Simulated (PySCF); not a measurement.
PySCF job for CH3N2S, SMILES [NH]C(N)=S (connectivity only; charge and spin as stated), charge -1, multiplicity 1, HF/pcSseg-1. Coordinates come from a r2SCAN-D4/def2-SVPD optimisation. The multiplicity is an assumed one; other spin states were not compared. The isomer is the one that the SMILES or the coordinates give; other isomers of the formula were not compared. The values are those of a single conformer.

```python
import numpy as np
from pyscf import gto, scf, dft
from pyscf.prop.nmr import rhf as nmr

mol = gto.M(
    atom='''
    N     0.91767148   -1.02184384    0.91548884
    C     0.02434392   -0.32061171    0.28185780
    N    -1.31762343   -0.68199272    0.50603549
    S     0.25977670    1.03459139   -0.80571238
    H     1.83284963   -0.63137700    0.69529350
    H    -1.40798381   -1.64601983    0.81404900
    H    -1.92769305   -0.42553919   -0.25976155
    ''',
    basis='pcSseg-1',
    charge=-1,
    spin=0,
    max_memory=1600,
    verbose=3,
)
mf = scf.RHF(mol)
mf.conv_tol = 1e-10
mf.max_cycle = 100
mf.kernel()
n = nmr.NMR(mf)
n.verbose = 2
n.max_cycle_cphf = 60
sigma = n.kernel()
print('atom   isotropic/ppm   span/ppm')
for i, s in enumerate(sigma):
    w = np.linalg.eigvalsh((s + s.T) / 2)
    print(f'{mol.atom_symbol(i):2s}{i + 1:3d} {w.mean():14.3f} {w[2] - w[0]:11.3f}')
```

It prints:

```
converged SCF energy = -546.015696283528
atom   isotropic/ppm   span/ppm
N   1         24.648     383.955
C   2        -12.889     277.029
N   3        170.603     164.703
S   4        548.702     590.465
H   5         26.093       9.521
H   6         28.868      13.111
H   7         29.016      11.887
```

Self-consistency was reached.

Cost: very roughly 7 core-seconds.
